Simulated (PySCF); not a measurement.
C2H7OSSi (doublet state).
Atom-mapped SMILES: `[SiH3:1][O:2][CH2:3][CH:4][SH:5]` (hydrogens: H6, H7, H8 on Si1; H9, H10 on C3; H11 on C4; H12 on S5)

Structure used (GFN2-xTB), in Å, numbered top down from 1:
```xyz
12
C2H7OSSi angstrom
Si     1.697    1.060    0.070
O      0.231    0.394    0.275
C     -0.258   -0.814   -0.229
C     -1.594   -1.127    0.342
S     -2.657    0.134    0.811
H      1.959    1.315   -1.350
H      1.489    2.269    0.850
H      2.743    0.175    0.585
H     -0.300   -0.746   -1.334
H      0.434   -1.635    0.009
H     -2.055   -2.069    0.112
H     -1.687    1.043    0.922
```

The hyperfine couplings belong to this conformer and change with its torsions.

Method used: UKS B3LYP, pcH-1 on C H O S Si, non-relativistic, mean-field spin-orbit, GIAO in PySCF. One conformer (not necessarily the lowest) at the GFN2-xTB geometry, without solvent, vibrations or thermal averaging. The geometry wasn't refined by DFT: couplings that depend on bond lengths, twists or pyramidal angles can differ widely from those at the functional's own minimum. Stability of the SCF solution: not tested.

(1) The isotropic 13C couplings are +128.1, -27.3 MHz. Assign them to C3; C4.

(2) The isotropic 1H couplings, averaged over equivalent nuclei, are +83.2, -50.5, -3.3, 0.0 MHz. Assign them to H6/H7/H8; H9/H10; H11; H12.

## Answers

(1) 
| site | a_iso (MHz) | ρ(0) (bohr⁻³) | position | distance from C4 (Å) | spin population | largest \|T\| (MHz) |
| --- | --- | --- | --- | --- | --- | --- |
| C3 | -27.3 | -0.0243 | 1 bond from C4 | 1.49 | -0.06 | 4.1 |
| C4 | +128.1 | +0.1136 | largest spin population | 0.00 | +0.83 | 142.4 |

(2) 
```csv
site,a_iso (MHz),ρ(0) (bohr⁻³),position,distance from C4 (Å),bound to,spin population there,largest |T| (MHz)
H6/H7/H8,0.0,0.0000,4 bonds from C4,4.59,Si1,0.00,1.4
H9/H10,+83.2,+0.0186,"β, 2 bonds from C4",2.13,C3,-0.06,8.4
H11,-50.5,-0.0113,"α, 1 bond from C4",1.07,C4,+0.83,35.0
H12,-3.3,-0.0008,"β, 2 bonds from C4, on S5 of spin population +0.19",2.25,S5,+0.19,6.6
```

ρ(0) is the spin density at the nucleus and T the dipolar tensor; a_iso includes a spin–orbit part; entries for several nuclei are means. The largest Mulliken spin populations are on C4 (+0.83) and S5 (+0.19). The angles at C4 add up to 355.7°, so it is nearly planar; its axial dipolar tensor and the negative coupling of its proton fit spin in a p orbital normal to that plane.

The spin density at the nucleus, in bohr⁻³, is negative for C3 (-0.0243), H11 (-0.0113) and Si1 (-0.0017), for instance. A restricted open-shell determinant has no negative spin density anywhere; here it arises because α and β orbitals differ (spin polarisation).

Nuclei that the bonding pattern makes equivalent are averaged, as if the motion that swaps them (rotation, inversion, ring flip) were fast. The 1H value of +83.2 MHz is a mean of couplings from 50.7 to 115.7 MHz in this one geometry, not an average over conformers.
